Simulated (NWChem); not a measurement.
Program: NWChem. System: C4H4ClF, charge 0, spin multiplicity 1, at a geometry optimised with PBE/def2-SVP. The structure started from a generated list of species. Level: RHF/def2-SVP.

Output (cleaned and shortened):

```
             Northwest Computational Chemistry Package (NWChem) 7.3.0
             --------------------------------------------------------

                                NWChem Input Module
                                -------------------

 Scaling coordinates for geometry "geometry" by  1.889725989
 (inverse scale =  0.529177249)

 Turning off AUTOSYM since
 SYMMETRY directive was detected!

                             Geometry "geometry" -> ""
                             -------------------------

 Output coordinates in angstroms (scale by  1.889725989 to convert to a.u.)

  No.       Tag          Charge          X              Y              Z
 ---- ---------------- ---------- -------------- -------------- --------------
    1 F                    9.0000     0.56131100    -2.04715200     0.00000000
    2 C                    6.0000     0.68626000    -0.72545500     0.00000000
    3 C                    6.0000    -0.18465200     0.31059200     0.00000000
    4 Cl                  17.0000    -1.89423100     0.46698300     0.00000000
    5 C                    6.0000     0.92185700     1.34726100     0.00000000
    6 C                    6.0000     1.92300200     0.13321500     0.00000000
    7 H                    1.0000     0.97438400     1.98522100     0.90638300
    8 H                    1.0000     0.97438400     1.98522100    -0.90638300
    9 H                    1.0000     2.56128700     0.06076900    -0.90558500
   10 H                    1.0000     2.56128700     0.06076900     0.90558500

 Effective nuclear repulsion energy (a.u.)     271.1427425924

            Nuclear Dipole moment (a.u.)
            ----------------------------
        X                 Y               Z
 ---------------- ---------------- ----------------
     0.0000302356     0.0000018897     0.0000000000

      Symmetry information
      --------------------

 Group name             Cs
 Group number              2
 Group order               2
 No. of unique centers     8

      Symmetry unique atoms

     1    2    3    4    5    6    7    9


 Summary of "ao basis" -> "" (spherical)
 ------------------------------------------------------------------------------
       Tag                 Description            Shells   Functions and Types
 ---------------- ------------------------------  ------  ---------------------
 *                          def2-svp                  on all atoms

 Summary of "ao basis" -> "ao basis" (spherical)
 ------------------------------------------------------------------------------
       Tag                 Description            Shells   Functions and Types
 ---------------- ------------------------------  ------  ---------------------
 F                          def2-svp                 6       14   3s2p1d
 C                          def2-svp                 6       14   3s2p1d
 Cl                         def2-svp                 8       18   4s3p1d
 H                          def2-svp                 3        5   2s1p

                                 NWChem SCF Module
                                 -----------------

  ao basis        = "ao basis"
  functions       =   108
  atoms           =    10
  closed shells   =    27
  open shells     =     0
  charge          =   0.00
  wavefunction    = RHF
  use symmetry    = T
  symmetry adapt  = T

 Summary of "ao basis" -> "ao basis" (spherical)
 ------------------------------------------------------------------------------
       Tag                 Description            Shells   Functions and Types
 ---------------- ------------------------------  ------  ---------------------
 F                          def2-svp                 6       14   3s2p1d
 C                          def2-svp                 6       14   3s2p1d
 Cl                         def2-svp                 8       18   4s3p1d
 H                          def2-svp                 3        5   2s1p

      Symmetry analysis of basis
      --------------------------

        a'         73
        a"         35

 Forming initial guess at       0.1s

      Superposition of Atomic Density Guess
      -------------------------------------

 Sum of atomic energies:        -711.11238872

      Non-variational initial energy
[...]
 Convergence threshold     :          1.000E-07
 Maximum no. of iterations :          100
 Final Fock-matrix accuracy:          1.000E-09
 ----------------------------------------------

              iter       energy          gnorm     gmax       time
             ----- ------------------- --------- --------- --------
                 1     -712.2541668763  9.59D-01  1.51D-01      1.6
                 2     -712.3146740994  4.28D-01  8.61D-02      1.7
                 3     -712.3267595018  2.77D-02  5.83D-03      2.1
                 4     -712.3268419268  2.85D-04  5.86D-05      2.6
                 5     -712.3268419376  4.04D-08  8.29D-09      3.5

       Final RHF  results
       ------------------

         Total SCF energy =   -712.326841937599
      One-electron energy =  -1519.475627914169
      Two-electron energy =    536.006043384172
 Nuclear repulsion energy =    271.142742592397

        Time for solution =      2.0s

       Symmetry analysis of molecular orbitals - final
       -----------------------------------------------

  Numbering of irreducible representations:

     1 a'          2 a"

  Orbital symmetries:

     1 a'          2 a'          3 a'          4 a'          5 a'
     6 a'          7 a'          8 a'          9 a'         10 a"
    11 a'         12 a'         13 a'         14 a'         15 a'
    16 a'         17 a'         18 a"         19 a'         20 a"
    21 a'         22 a"         23 a'         24 a'         25 a"
    26 a'         27 a"         28 a"         29 a'         30 a"
    31 a'         32 a'         33 a"         34 a'         35 a'
    36 a'         37 a'

             Final eigenvalues
             -----------------

              1
    1 -104.8062
    2  -26.3202
    3  -11.3448
    4  -11.3020
    5  -11.2680
    6  -11.2671
    7  -10.5691
    8   -8.0443
    9   -8.0406
   10   -8.0406
   11   -1.6212
   12   -1.1964
   13   -1.1137
   14   -0.9137
   15   -0.8928
   16   -0.7881
   17   -0.7196
   18   -0.7153
   19   -0.6673
   20   -0.6469
   21   -0.5858
   22   -0.5372
   23   -0.5219
   24   -0.5077
   25   -0.4999
   26   -0.4498
   27   -0.3518
   28    0.1620
   29    0.1759
   30    0.2164
   31    0.2186
   32    0.2435
   33    0.2930
   34    0.3116
   35    0.3194
   36    0.3522
   37    0.4864

                       ROHF Final Molecular Orbital Analysis
                       -------------------------------------

 Vector   25  Occ=2.000000D+00  E=-4.998864D-01  Symmetry=a"
              MO Center= -1.1D+00,  5.7D-01,  9.3D-16, r^2= 2.8D+00
   Bfn.  Coefficient  Atom+Function         Bfn.  Coefficient  Atom+Function
  ----- ------------  ---------------      ----- ------------  ---------------
    55      0.519240   4 Cl pz               52      0.394653   4 Cl pz
    49      0.226554   4 Cl pz               34      0.174424   3 C  pz
    66     -0.170407   5 C  pz

 Vector   26  Occ=2.000000D+00  E=-4.498320D-01  Symmetry=a'
              MO Center= -1.3D+00,  4.9D-01, -6.2D-16, r^2= 2.5D+00
   Bfn.  Coefficient  Atom+Function         Bfn.  Coefficient  Atom+Function
  ----- ------------  ---------------      ----- ------------  ---------------
    54      0.605521   4 Cl py               51      0.423665   4 Cl py
    48      0.243718   4 Cl py               64      0.199278   5 C  px
    33     -0.165507   3 C  py

 Vector   27  Occ=2.000000D+00  E=-3.518068D-01  Symmetry=a"
              MO Center= -2.8D-02, -2.8D-02,  9.4D-16, r^2= 3.0D+00
   Bfn.  Coefficient  Atom+Function         Bfn.  Coefficient  Atom+Function
  ----- ------------  ---------------      ----- ------------  ---------------
    55     -0.373746   4 Cl pz               20      0.362099   2 C  pz
    34      0.355101   3 C  pz               37      0.291462   3 C  pz
    23      0.245797   2 C  pz               52     -0.224790   4 Cl pz
     6      0.173975   1 F  pz                9     -0.163507   1 F  pz

 Vector   28  Occ=0.000000D+00  E= 1.620023D-01  Symmetry=a"
              MO Center=  4.3D-01, -1.2D-01, -3.1D-15, r^2= 3.0D+00
   Bfn.  Coefficient  Atom+Function         Bfn.  Coefficient  Atom+Function
  ----- ------------  ---------------      ----- ------------  ---------------
    37     -0.692358   3 C  pz               23      0.655284   2 C  pz
   100      0.433881   9 H  s               105     -0.433881  10 H  s
    20      0.426941   2 C  pz               34     -0.385954   3 C  pz
    83      0.265506   6 C  pz               55      0.247701   4 Cl pz
     9     -0.187620   1 F  pz               90      0.183112   7 H  s

 Vector   29  Occ=0.000000D+00  E= 1.758786D-01  Symmetry=a'
              MO Center=  1.9D+00,  1.0D+00,  5.4D-16, r^2= 5.9D+00
   Bfn.  Coefficient  Atom+Function         Bfn.  Coefficient  Atom+Function
  ----- ------------  ---------------      ----- ------------  ---------------
    77      1.880290   6 C  s                63      1.792508   5 C  s
   100     -1.111383   9 H  s               105     -1.111383  10 H  s
    90     -1.034500   7 H  s                95     -1.034500   8 H  s
    68      0.422061   5 C  py               17     -0.418896   2 C  s
    81      0.420776   6 C  px               31     -0.372504   3 C  s

 Vector   30  Occ=0.000000D+00  E= 2.164154D-01  Symmetry=a"
              MO Center=  1.8D+00,  1.1D+00, -8.9D-16, r^2= 5.8D+00
   Bfn.  Coefficient  Atom+Function         Bfn.  Coefficient  Atom+Function
  ----- ------------  ---------------      ----- ------------  ---------------
    90      1.162360   7 H  s                95     -1.162360   8 H  s
   100     -1.077513   9 H  s               105      1.077513  10 H  s
    69     -0.861536   5 C  pz               83     -0.803870   6 C  pz
    23      0.259275   2 C  pz               66     -0.220275   5 C  pz
    80     -0.215329   6 C  pz

 center of mass
 --------------
 x =  -0.14780693 y =  -0.10075227 z =   0.00000000

 moments of inertia (a.u.)
 ------------------
         455.921791028660         134.547839318360           0.000000000000
         134.547839318360         749.526481234257           0.000000000000
           0.000000000000           0.000000000000        1181.815540487127

  Mulliken analysis of the total density
  --------------------------------------

    Atom       Charge   Shell Charges
 -----------   ------   -------------------------------------------------------
    1 F    9     9.31   1.99  1.13  0.80  3.33  2.04  0.01
    2 C    6     5.75   1.99  0.89  0.30  1.91  0.55  0.10
    3 C    6     6.05   1.99  0.91  0.17  1.98  0.93  0.07
    4 Cl  17    17.12   2.00  1.99  1.21  0.76  5.94  2.10  3.09  0.04
    5 C    6     6.00   1.99  0.88  0.19  2.02  0.87  0.05
    6 C    6     6.05   1.99  0.88  0.18  2.03  0.92  0.05
    7 H    1     0.93   0.75  0.16  0.02
    8 H    1     0.93   0.75  0.16  0.02
    9 H    1     0.93   0.74  0.16  0.02
   10 H    1     0.93   0.74  0.16  0.02

       Multipole analysis of the density wrt the origin
       ------------------------------------------------

     L   x y z        total         open         nuclear
     -   - - -        -----         ----         -------
     0   0 0 0     -0.000000      0.000000     54.000000

     1   1 0 0      0.773232      0.000000      0.000030
     1   0 1 0      0.602545      0.000000      0.000002
     1   0 0 1      0.000000      0.000000      0.000000

     2   2 0 0    -29.746900      0.000000    389.851614
     2   1 1 0      0.956859      0.000000    -55.500799
     2   1 0 1      0.000000      0.000000      0.000000
     2   0 2 0    -32.664081      0.000000    228.719456
     2   0 1 1     -0.000000      0.000000      0.000000
     2   0 0 2    -30.509477      0.000000     11.724621

 Task  times  cpu:        3.5s     wall:        3.5s

 Total times  cpu:        3.5s     wall:        3.5s
```

### Question
Write an NWChem input that would produce this output.

### Answer
One answer among several that fit: 
```
start mol
memory heap 200 mb stack 800 mb global 1000 mb
geometry units angstroms nocenter noautoz
  F      0.561311    -2.047152     0.000000
  C      0.686260    -0.725455     0.000000
  C     -0.184652     0.310592     0.000000
  Cl    -1.894231     0.466983     0.000000
  C      0.921857     1.347261     0.000000
  C      1.923002     0.133215     0.000000
  H      0.974384     1.985221     0.906383
  H      0.974384     1.985221    -0.906383
  H      2.561287     0.060769    -0.905585
  H      2.561287     0.060769     0.905585
  symmetry group Cs
end
basis spherical
  * library def2-svp
end
scf
  rhf
  nopen 0
  maxiter 100
  thresh 1e-7
  semidirect memsize 60000000 filesize 0
end
task scf energy
```
